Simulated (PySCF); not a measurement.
## Stationary points of AsF₄⁺

These are results of PBE0 in PySCF with As def2-SVP, F def2-SVP; no relativity; density-fitted integrals, not measurements.

Relaxations began from a few typed shapes. The search is not exhaustive: other isomers or separated fragments can lie lower, and high-lying points may rest on an excited occupation.

(1) Which is the lowest minimum found?
A. singlet D4h: As–F 1.677 Å (×4); F–As–F 90.0° (×4), F–As–F 180.0° (×2)
B. singlet Td: As–F 1.646 Å (×4); F–As–F 109.5° (×6)

Answers

(1) B. The others lie at 219.7 (singlet D4h, a saddle point) kJ/mol above it.

Counting electrons, arsenic keeps none of its valence electrons outside its bonds, so the VSEPR class is AX4 and the expected shape is tetrahedral (Td), as computed.
